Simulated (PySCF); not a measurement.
# A search over the determinants of HfP

Unrestricted PBE0; Hf def2-TZVPP with ECP60, P def2-TZVPP; scalar-relativistic core potentials (PySCF 2.14). Outer shells of the fragments: Hf 5d2 6s2; P 3s2 3p3.

Followed along the bond (rough minima from three points):

```json
{"2Ms+1": "2", "unpaired": "σ ↑", "⟨S²⟩ at the start": "0.77", "R at minimum (Å)": "2.20", "Te (eV)": "0.00"}
{"2Ms+1": "2", "unpaired": "π ↑", "⟨S²⟩ at the start": "0.77", "R at minimum (Å)": "2.31", "Te (eV)": "0.59"}
{"2Ms+1": "4", "unpaired": "σ ↑, π ↑, δ ↑", "⟨S²⟩ at the start": "3.76", "R at minimum (Å)": "2.35", "Te (eV)": "0.86"}
{"2Ms+1": "4", "unpaired": "σ ↑, π ↑, δ ↑", "⟨S²⟩ at the start": "n/a", "R at minimum (Å)": "2.35", "Te (eV)": "0.87"}
{"2Ms+1": "2", "unpaired": "σ ↑, π ↓, δ ↑", "⟨S²⟩ at the start": "1.81", "R at minimum (Å)": "2.36", "Te (eV)": "0.96"}
{"2Ms+1": "2", "unpaired": "σ ↑, π ↓, δ ↑", "⟨S²⟩ at the start": "1.80", "R at minimum (Å)": "2.36", "Te (eV)": "0.97"}
```

Solutions found at the starting distance of 2.465 Å, counted from the lowest of them; the search is not exhaustive and high or unbound solutions are not listed, so other states can lie among these:

```json
{"2Ms+1": "2", "unpaired": "σ ↑", "term": "²Σ⁺", "E (eV)": "0.00", "⟨S²⟩": "0.77", "⟨Lz²⟩": "0.00", "μ (D)": "-5.49"}
{"2Ms+1": "2", "unpaired": "π ↑", "term": "²Π", "E (eV)": "0.14", "⟨S²⟩": "0.77", "⟨Lz²⟩": "1.06", "μ (D)": "-4.30"}
{"2Ms+1": "4", "unpaired": "σ ↑, π ↑, δ ↑", "term": "mixed", "E (eV)": "0.31", "⟨S²⟩": "3.76", "⟨Lz²⟩": "5.02", "μ (D)": "-5.29"}
{"2Ms+1": "2", "unpaired": "σ ↑, π ↓, δ ↑", "term": "mixed", "E (eV)": "0.39", "⟨S²⟩": "1.81", "⟨Lz²⟩": "5.00", "μ (D)": "-5.47"}
{"2Ms+1": "2", "unpaired": "σ ↑, π ↓, δ ↑", "term": "mixed", "E (eV)": "0.40", "⟨S²⟩": "1.80", "⟨Lz²⟩": "5.01", "μ (D)": "-5.47"}
{"2Ms+1": "2", "unpaired": "δ ↑", "term": "mixed", "E (eV)": "0.63", "⟨S²⟩": "1.32", "⟨Lz²⟩": "4.01", "μ (D)": "-5.79"}
{"2Ms+1": "4", "unpaired": "σ ↑, π ↑↑", "term": "mixed", "E (eV)": "1.02", "⟨S²⟩": "3.77", "⟨Lz²⟩": "2.04", "μ (D)": "-4.11"}
{"2Ms+1": "4", "unpaired": "π ↑↑, δ ↑", "term": "⁴Δ", "E (eV)": "1.16", "⟨S²⟩": "3.81", "⟨Lz²⟩": "4.01", "μ (D)": "-1.14"}
{"2Ms+1": "4", "unpaired": "σ ↑↑, δ ↑", "term": "⁴Δ", "E (eV)": "1.27", "⟨S²⟩": "3.88", "⟨Lz²⟩": "4.01", "μ (D)": "-5.47"}
{"2Ms+1": "4", "unpaired": "σ ↑, π ↑↑", "term": "mixed", "E (eV)": "1.27", "⟨S²⟩": "3.76", "⟨Lz²⟩": "2.21", "μ (D)": "-4.26"}
```

A term symbol is given only where ⟨S²⟩ and ⟨Lz²⟩ are close to those of a pure state; real π, δ and φ orbitals otherwise mix terms. A positive dipole means Hf(−)P(+).

Q: Compare the gap between the two lowest followed solutions at the starting distance with the gap between their minima.

A: At PBE0 the second solution (doublet, unpaired electrons π ↑) lies +0.14 eV from the first (doublet, unpaired electrons σ ↑) at 2.465 Å and +0.59 eV at the minima; the two curves relax by different amounts, since their minima lie near 2.31 and 2.20 Å.

Spin–orbit coupling is left out. With d or f electrons several states lie close, and the lowest PBE0 determinant need not be the measured ground state.
